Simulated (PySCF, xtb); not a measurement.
Hf(Cl)3(SH) (Cl₃HHfS), SMILES [SH][Hf]([Cl])([Cl])[Cl], multiplicity 1. The values are those of a single conformer.

Harmonic wavenumbers (cm⁻¹) from xtb with GFN2-xTB at its own minimum, in rising order: 14, 37, 53, 73, 80, 106, 217, 281, 296, 303, 537, 2392.

What does PBE0-D3(BJ)/def2-SVP (PySCF) give at its own minimum? (An estimate is asked for; the answer gives what the named calculation found.)

73, 85, 93, 96, 99, 142, 361, 380, 392, 397, 503, 2682. Paired by order, the mean absolute difference is 82 cm⁻¹ and the zero-point energies are 6.3 and 7.6 kcal/mol.
